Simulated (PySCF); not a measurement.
**Calculated NMR data**

Level of theory: GFN2-xTB structure, NMR shieldings at PBE0/pcSseg-1/GIAO, in PySCF 2.14.0 with density-fitted response routines (in vacuum, non-relativistic Hamiltonian, fast rotation and ring inversion assumed for equivalent nuclei, one conformer).

Shifts are taken against calculated references (same method and geometry level): 1H and 13C vs TMS. Where no couplings were computed, multiplicities follow the n + 1 count of equivalent neighbours, and m marks all less simple cases (inequivalent or close neighbours, rings, F or P nearby). Shifts are as computed. Against solution values, carbons near 30 ppm lie about +3 ppm off and those near 130 ppm about +5 ppm. Of 1211 compounds with measured shifts, 218 miss one by over three times the rms of a fit or turn the order of signals round; such compounds aren't used in these exercises. OH and NH positions are gas-phase values without hydrogen bonding to other molecules.

**1.** `C1([Si@@H](C=C)N)CC1`, C5H11NSi. 1H NMR (400 MHz, computed): δ 6.52 (m, 1H), 6.40 (m, 1H), 6.01 (m, 1H), 5.36 (m, 1H), 0.61 (m, 1H), 0.58 (m, 1H), 0.45 (m, 1H), 0.24 (br s, 2H), 0.08 (m, 1H), -0.34 (m, 1H). 13C{1H} NMR (computed): δ 142.7 (CH2), 141.1 (CH), 4.4 (CH2), 1.2 (CH2), -1.6 (CH).

**2.** `Cc1ccccc1N`, C7H9N. 1H NMR (400 MHz, computed): δ 7.34 (d, 1H), 7.33 (m, 1H), 6.87 (m, 1H), 6.74 (d, 1H), 3.31 (br s, 2H), 2.20 (s, 3H). 13C{1H} NMR (computed): δ 150.2 (C), 135.9 (CH), 133.0 (CH), 123.8 (C), 122.5 (CH), 117.3 (CH), 20.1 (CH3).

**3.** SMILES C=NCC1=CCC=C1, C7H9N. 1H NMR (400 MHz, computed): δ 7.74 (d, 1H), 7.25 (d, 1H), 7.19 (d, 1H), 6.70 (m, 1H), 6.32 (t, 1H), 4.65 (s, 2H), 3.05 (m, 2H). 13C{1H} NMR (computed): δ 154.2 (CH2), 154.2 (C), 142.7 (CH), 141.9 (CH), 134.7 (CH), 68.2 (CH2), 45.0 (CH2).

**4.** SMILES C1C[C@@H](N2CC2)[SiH2]1, C5H11NSi. 1H NMR (400 MHz, computed): δ 4.66 (m, 1H), 4.26 (m, 1H), 4.18 (m, 1H), 2.88 (m, 1H), 2.26 (m, 1H), 1.31 (m, 2H), 1.13 (m, 1H), 1.01 (m, 1H), 0.97 (m, 2H). 13C{1H} NMR (computed): δ 62.4 (CH), 32.2 (CH2), 25.7 (CH2), 1.6 (CH2).
